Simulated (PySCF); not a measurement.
**Atomic charges by several schemes**

C₅H₁₅NSi₂.
Structure used (GFN2-xTB), in Å, numbered top down from 1:
```
atom  x, y, z in Å
C1     1.9128    0.9893    1.5477
Si2    2.4087   -0.0041    0.0040
C3     1.5630   -1.6886    0.0318
C4     0.3904   -2.0165   -0.5067
Si5   -0.7737   -0.8947   -1.4720
N6    -1.3392    0.3124   -0.3788
C7    -1.9334    1.5352   -0.8526
C8    -1.8037   -0.0436    0.9384
H9     2.1275    0.4422    2.4620
H10    2.4487    1.9330    1.5952
H11    0.8502    1.2101    1.5369
H12    2.0887    0.7541   -1.2097
H13    3.8615   -0.2542    0.0496
H14    2.1140   -2.4672    0.5563
H15    0.0555   -3.0462   -0.4045
H16   -1.8237   -1.7643   -2.0489
H17   -0.1232   -0.1595   -2.5593
H18   -1.7195    2.3473   -0.1509
H19   -1.5165    1.7929   -1.8221
H20   -3.0233    1.4525   -0.9528
H21   -2.8796   -0.2621    0.9498
H22   -1.2668   -0.9218    1.2890
H23   -1.6231    0.7809    1.6353
```

Density: PBE0/pcSseg-1 (PySCF); schemes: Mulliken, IAO, Hirshfeld and ESP-fitted. Isolated species at its GFN2-xTB geometry (one conformer only). GFN2-xTB frequencies show an imaginary mode (23i cm⁻¹), so this geometry is no minimum at that level.

Problem. Give the atomic charges in each scheme.

Solution. In e:

```tsv
atom	environment	Mulliken	IAO	Hirshfeld	ESP-fitted
C1	Si-methyl carbon	-0.631	-0.709	-0.212	-0.580
Si2	SiH2 silicon	+0.678	+0.755	+0.340	+0.630
C3	alkene CH carbon	-0.396	-0.389	-0.122	-0.371
C4	alkene CH carbon	-0.439	-0.416	-0.132	-0.234
Si5	SiH2 silicon	+0.802	+0.864	+0.357	+0.415
N6	silicon-bound nitrogen	-0.800	-0.505	-0.169	+0.044
C7	N-methyl carbon	-0.067	-0.296	-0.069	-0.430
C8	N-methyl carbon	-0.086	-0.296	-0.071	-0.355
H9	methyl hydrogen	+0.135	+0.153	+0.041	+0.149
H10	methyl hydrogen	+0.136	+0.155	+0.041	+0.142
H11	methyl hydrogen	+0.157	+0.157	+0.038	+0.112
H12	Si–H hydrogen	-0.086	-0.123	-0.077	-0.154
H13	Si–H hydrogen	-0.095	-0.131	-0.087	-0.160
H14	vinylic hydrogen	+0.126	+0.148	+0.042	+0.165
H15	vinylic hydrogen	+0.122	+0.146	+0.037	+0.132
H16	Si–H hydrogen	-0.118	-0.164	-0.098	-0.139
H17	Si–H hydrogen	-0.091	-0.133	-0.080	-0.096
H18	methyl hydrogen	+0.105	+0.133	+0.039	+0.131
H19	methyl hydrogen	+0.117	+0.145	+0.045	+0.133
H20	methyl hydrogen	+0.096	+0.116	+0.032	+0.123
H21	methyl hydrogen	+0.101	+0.116	+0.031	+0.093
H22	methyl hydrogen	+0.126	+0.146	+0.038	+0.125
H23	methyl hydrogen	+0.108	+0.130	+0.038	+0.124
```

Mean size of the charges over all atoms: IAO 0.275 e, Mulliken 0.244 e, ESP-fitted 0.219 e, Hirshfeld 0.097 e. Each set sums to the total charge, 0, to within 0.001 e. The IAO scheme projects the occupied orbitals on a minimal set of polarised atomic orbitals and counts the electrons in each atom's part of it. The Hirshfeld scheme divides the density at each point in proportion to the densities of the neutral, spherically averaged free atoms.

Lowest charge. The schemes don't all agree: Mulliken N6 (-0.800); IAO C1 (-0.709); Hirshfeld C1 (-0.212); ESP-fitted C1 (-0.580).

Highest charge. The schemes don't all agree: Mulliken Si5 (+0.802); IAO Si5 (+0.864); Hirshfeld Si5 (+0.357); ESP-fitted Si2 (+0.630).

Problem. Sum the charges by element, for elements with more than one atom.

Solution. 
```tsv
element	atoms	Mulliken	IAO	Hirshfeld	ESP-fitted
C	5	-1.619	-2.107	-0.607	-1.970
Si	2	+1.480	+1.619	+0.697	+1.046
H	15	+0.939	+0.993	+0.079	+0.880
```

Problem. How closely do the schemes follow one another over all atoms?

Solution. Correlation coefficient and root-mean-square difference: IAO with Hirshfeld 0.98, 0.226 e; Mulliken with IAO 0.96, 0.096 e; Mulliken with Hirshfeld 0.94, 0.222 e; IAO with ESP-fitted 0.90, 0.161 e; Hirshfeld with ESP-fitted 0.86, 0.169 e; Mulliken with ESP-fitted 0.76, 0.222 e.
